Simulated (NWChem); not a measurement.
Molecule: HfNHClF; SMILES [NH]=[Hf]([F])[Cl]

Computed with NWChem. Geometry: optimised at PBE0/def2-SVP. def2 effective core potentials on Hf; no spin-orbit coupling.

Q: What does the run give for PW91/def2-SVP? Quantities: highest occupied level (eV); orbital gap (eV); dipole (D).

A: 
```yaml
highest occupied level (eV): -5.86
orbital gap (eV): 2.00
dipole (D): 3.43
```
